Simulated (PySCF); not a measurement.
A run for PySCF: R-HF/STO-3G on C3H5Br (a complex), monomers drawn apart or pushed together.

```python
from pyscf import gto, scf, dft, mp
from pyscf.data.elements import chemcore

mol = gto.M(
    atom='''
    C    -0.04807336    0.49295128    0.17416327
    C    -0.00730491   -0.26668080   -0.75058010
    H    -0.08614730    1.15266238    1.00907191
    H     0.02992696   -0.93229205   -1.57819080
    C    -0.43296675   -1.17774870    3.76628766
    Br   -0.38302680    0.70193469    4.32085280
    H    -0.33599324   -1.20067143    2.68635535
    H    -1.38456098   -1.58514688    4.08846327
    H     0.39658547   -1.68029566    4.25063870
    ''',
    basis='sto-3g',
    charge=0, spin=0, verbose=3, max_memory=1800)
mf = scf.RHF(mol)
mf.conv_tol = 1e-8
mf.max_cycle = 100
mf.kernel()
if not mf.converged:
    mf = mf.newton().run(mf.mo_coeff, mf.mo_occ)
```

What total energy does the run end on?

-2659.6662 hartree.
